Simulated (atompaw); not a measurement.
# u(r) = r·R(r): atom against pseudo-atom (nickel (Ni))

Columns: radius, all-electron u(r) and pseudo u(r) of the 4p shell (level -0.95 eV) of nickel in the configuration [Ar] 3d8.5 4s1.5 4p0; PBEsol, non-relativistic, PAW (atompaw) scheme, atompaw 4.2.0.5.

```csv
r (bohr),all-electron,pseudo
0.115,0.0877,0.0022
0.231,0.0331,0.0090
0.346,-0.0685,0.0200
0.462,-0.1345,0.0351
0.577,-0.1519,0.0536
0.692,-0.1337,0.0751
0.808,-0.0938,0.0994
0.923,-0.0439,0.1254
1.038,0.0096,0.1527
1.154,0.0632,0.1810
1.269,0.1137,0.2091
1.385,0.1610,0.2371
1.500,0.2039,0.2640
1.615,0.2426,0.2896
1.731,0.2776,0.3139
1.846,0.3086,0.3362
1.962,0.3361,0.3568
2.077,0.3602,0.3752
2.192,0.3812,0.3918
2.308,0.3995,0.4065
2.423,0.4150,0.4194
2.538,0.4282,0.4306
2.654,0.4392,0.4403
2.769,0.4481,0.4485
2.885,0.4552,0.4552
3.000,0.4605,0.4605
```

**Question.** How many radial nodes do the two functions have?

**Answer.** The all-electron 4p function has n − l − 1 = 2; the pseudo-wave has 0, since the states of the same l below it are removed with the core.

**Question.** Is the pseudo-wave norm-conserving?

**Answer.** No, it belongs to a PAW set: the norm inside the radius is not constrained, and the difference is carried by the augmentation charge.
